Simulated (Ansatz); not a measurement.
```csv
atom,x (Å),y (Å),z (Å)
C,0.0000,-0.4178,-0.1097
C,0.0000,-0.4299,1.1174
C,0.0000,0.7075,-0.8970
H,0.0000,-1.3015,-0.5992
H,0.0000,-1.2924,1.6349
H,0.0000,0.4243,1.6521
H,0.0000,1.5539,-0.3421
H,0.8123,0.7283,-1.5050
H,-0.8123,0.7283,-1.5050
```

Basis set: def2-TZVP (spherical functions). Frozen core: 3 orbitals. Charge 0, multiplicity 1.

Computed with Ansatz (development build ahead of 0.2.0); each method stands on the lowest determinant of its kind that the runs found. Restricted open shells among the atoms or ions are ROHF, correlated in semicanonical orbitals with singles.

(1) Give the atomization energy at this shape (free ground-state atoms in the same class of orbitals less the molecule, no zero-point energy) of singlet C3H6 by RHF-MP2, RHF.

Results:

(1)

| method | atomization energy |
| --- | --- |
| RHF-MP2 | 34.87 eV |
| RHF | 27.46 eV |

Caution: no unrestricted run beside it, a lower state can exist; the shape is not the minimum.
